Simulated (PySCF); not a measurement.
Gas-phase reaction: 2 H₂Se + C₃H₄ (cyclic) = CSe₂ + 2 CH₄

Method: PySCF energies (xtb for GFN2) plus ideal-gas RRHO corrections (1 bar). † marks an energy on the PBE0/def2-TZVP geometry and frequencies; other levels use their own. MP2 and CCSD(T) freeze the core. All species are closed-shell singlets. Se: all electrons, no relativistic terms. MP2 isn't extrapolated to the basis-set limit; its ΔH°(298 K) is -270.1 kJ in def2-SVP and -287.4 kJ in def2-TZVPP. CCSD(T) isn't extrapolated to the basis-set limit; its ΔH°(298 K) is -235.5 kJ in def2-SVP and -249.6 kJ in def2-TZVPP. The harmonic model lacks anharmonicity and excited electronic states, which grow with temperature; levels with a mode under 35 cm⁻¹ are left out.

```tsv
level	ΔE electronic, kJ	ΔH°(298 K), kJ	ΔS°(298 K), J/K	ΔG°(1000 K), kJ
BLYP/def2-TZVP†	-314	-283	-46	-234
CCSD(T)/def2-TZVPP†	-280	-250	-46	-200
GFN2-xTB	-283	-241	-42	-194
HF/def2-TZVP†	-228	-198	-46	-149
MP2/def2-TZVPP†	-318	-287	-46	-238
PBE/def2-SVP	-280	-250	-46	-201
PBE/def2-TZVP†	-293	-263	-46	-214
PBE0/def2-QZVP†	-265	-235	-46	-186
PBE0/def2-SVP†	-257	-226	-46	-177
r2SCAN/def2-TZVP†	-301	-271	-46	-221
```
ΔH° is lowest at MP2/def2-TZVPP† and highest at HF/def2-TZVP†. No reference value is set beside these.
